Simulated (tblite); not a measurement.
C7H7FO2S.
Geometry (GFN2-xTB, Å), atoms numbered from 1 in this order:
```
atom  x, y, z in Å
C1     2.7426   -0.5491    0.1785
C2     1.7675    0.3296   -0.0479
C3     0.3847   -0.0307    0.0136
C4    -0.7366    0.6882   -0.1766
C5    -0.8212    2.1388   -0.5192
C6    -1.9890   -0.0470   -0.0253
C7    -1.8505   -1.3300    0.2793
F8    -2.8027   -2.2299    0.4749
S9    -0.0724   -1.7363    0.4077
O10    0.2636   -2.0797    1.7586
O11    0.3075   -2.6447   -0.6343
H12    2.5220   -1.5746    0.4189
H13    3.7794   -0.2654    0.1294
H14    1.9994    1.3597   -0.2886
H15    0.1626    2.5869   -0.6082
H16   -1.3817    2.6671    0.2511
H17   -1.3526    2.2639   -1.4618
H18   -2.9313    0.4597   -0.1616
```

Method: GFN2-xTB as coded in tblite; computed harmonic values from a numerical Hessian at the method's own geometry, unscaled. The method is semi-empirical: single wavenumbers can be off by several per cent or more. One conformer, not necessarily the lowest.

Harmonic wavenumbers (cm⁻¹): 66.4, 76.3, 106.8, 130.4, 163.4, 163.6, 202.8, 221.0, 278.0, 318.0, 381.5, 421.7, 466.2, 489.6, 512.1, 518.5, 522.7, 603.2, 680.1, 680.8, 850.2, 888.2, 900.8, 983.5, 989.4, 1020.4, 1047.2, 1111.0, 1141.5, 1190.7, 1213.1, 1260.9, 1278.5, 1301.6, 1390.4, 1394.1, 1459.1, 1464.4, 1619.1, 1639.6, 1696.6, 3008.6, 3021.3, 3044.5, 3076.3, 3096.2, 3117.6, 3152.3.

A = 1287, B = 1048, C = 652.2 MHz; mass 174.015 u (most abundant isotopes); point group Cs, symmetry number 1.

What is the zero-point energy?

Half the sum of the wavenumbers: 27180 cm⁻¹ = 325.15 kJ/mol.

Entropy at 298.15 K, 1 bar (ideal gas, RRHO, classical rotation)?

Translation 173.20, rotation 126.69, vibration 141.99: S = 441.9 J/(mol K).

And Cp and H(298.15 K) − H(0)?

Cp = 181.67 J/(mol K), of which vibrations give 148.42 (their classical limit is 48 R = 399.1); H(298.15 K) − H(0) = 32.90 kJ/mol without the zero-point energy, 22.98 from vibrations.

Blend soft modes into free rotors: weight 1/[1 + (100 cm⁻¹/ν̃)⁴] for the oscillator and the rest for a rotor with moment μB/(μ + B), μ = h/(8π²ν), B = 10⁻⁴⁴ kg m². What vibrational entropy results?

134.42 J/(mol K) in place of 141.99, which changes −T·S at 298.15 K by +2.26 kJ/mol.

Which modes carry the vibrational entropy at 298.15 K?

66.4 cm⁻¹: 17.81; 76.3 cm⁻¹: 16.67; 106.8 cm⁻¹: 13.92; 130.4 cm⁻¹: 12.30; 163.4 cm⁻¹: 10.50; 163.6 cm⁻¹: 10.49 J/(mol K); the other 42 give 60.30 together.

Hindered rotation and anharmonicity are outside this model. Other conformers, if any are populated, would add a mixing term that is left out.
